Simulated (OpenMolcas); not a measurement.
# Predicting a hybrid from its neighbours: WCl4O

WCl4O: 6 atoms, total charge 0, spin state singlet. SMILES: `O=[W](Cl)(Cl)(Cl)Cl`. Geometry: relaxed at PBE0-D4/def2-TZVP.

The HOMO–LUMO gap y, in eV, basis def2-SVP with a core potential; a is the functional's share of exact exchange. Programs: OpenMolcas 26.06.

```
functional     program     a  y (eV)
      TPSS  OpenMolcas     0    2.19
      BLYP  OpenMolcas     0    2.06
     B3LYP  OpenMolcas   0.2    3.53
      PBE0  OpenMolcas  0.25       ?
     BHLYP  OpenMolcas   0.5    5.90
```

Problem. Fit y = c + s·a to the known rows and predict PBE0.

Solution. 
1. Means of the 4 rows: a = 0.1750, y = 3.420.
2. Σ(Δa)² = 0.1675, Σ(Δa·Δy) = 1.262, so the slope is 1.262/0.1675 = 7.5343.
3. Intercept: 3.420 − (7.5343) × 0.1750 = 2.101. The largest residual of the fit is 0.089.
4. PBE0: 2.101 + (7.5343) × 0.25 = 3.98 eV.

The run gave 3.94 eV, so the prediction is off by +0.04 eV, within the largest residual. Exact exchange lowers occupied levels and raises empty ones. The rows mix families of semi-local functionals, which the line can't see.
